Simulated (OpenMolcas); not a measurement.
# Ne2+: Slater's ratio, the spin-orbit constant, worked from levels

* Program: OpenMolcas
* Basis: ANO-RCC [8s7p4d3f2g]
* Scalar Hamiltonian: DKH2, point nucleus
* Active space: 6 electrons in 8 orbitals (2s 2p 3s 3p)
* State averaging: 2S+1 = 3 even, 3 roots; 2S+1 = 1 even, 6 roots; 2S+1 = 3 odd, 3 roots; 2S+1 = 1 odd, 3 roots
* Spin-orbit coupling: state interaction with AMFI integrals over the reference wave functions, term energies averaged over their components

Methods: CASSCF; SS-CASPT2, IPEA 0.25 Eh, imaginary shift 0.1 Eh (closed shells correlated: 1s). Measured levels: Moore, Atomic Energy Levels, vol. I, NSRDS-NBS 35 (1971 reprint of NBS Circular 467, 1949).

**Slater's ratio.** With one set of orbitals, p4 has 1D - 3P = 6 F2 and 1S - 1D = 9 F2 (F2 = F²/25), a ratio of 3/2. Term energies are centres of gravity, weighted by 2J + 1.

| Source | 1D - 3P | 1S - 3P | F2 from the first | Ratio |
| --- | --- | --- | --- | --- |
| CASSCF | 27675 | 51256 | 4612 | 0.852 |
| SS-CASPT2 | 25773 | 55313 | 4296 | 1.146 |
| measured | 25521 | 55427 | 4254 | 1.172 |

Energies in cm-1. A ratio away from 3/2 shows effects beyond one configuration with one set of orbitals, and in heavier atoms second-order spin-orbit shifts. In CASSCF the valence s occupation is 1.93 in 1S against 2.00 in 1D: mixing out of s² acts most on 1S and pulls it down.

**The spin-orbit constant.** For the Hund term 3P of p4, E(J) = (A/2) J(J+1) + constant and ζ = -2S·A = -2A. From J = 0 to J = 2 the energy changes by 3 A.

```
   Source  E(2) - E(0)       A    ζ
   CASSCF       -861.3  -287.1  574
SS-CASPT2       -862.8  -287.6  575
 measured       -927.0  -309.0  618
```

All in cm-1. SS-CASPT2 is off by -6.9 % and CASSCF by -7.1 %. Both methods take the spin-orbit matrix elements from the reference wave functions, so the second can move ζ only through the term energies and any multistate remixing. Second-order mixing with other terms is absorbed into this ζ.

Active for correlation alone: 3p 3s; no level in the range computed is led by a configuration that fills them, so any true level of that kind is missing. Measured partners are found by configuration, term and J. A level has none where our copy of the source lacks it or the pairing is in doubt (some pairs that miss far off the trend of their configuration count as doubtful), and it then counts in no deviation. Only configurations of the active space appear.
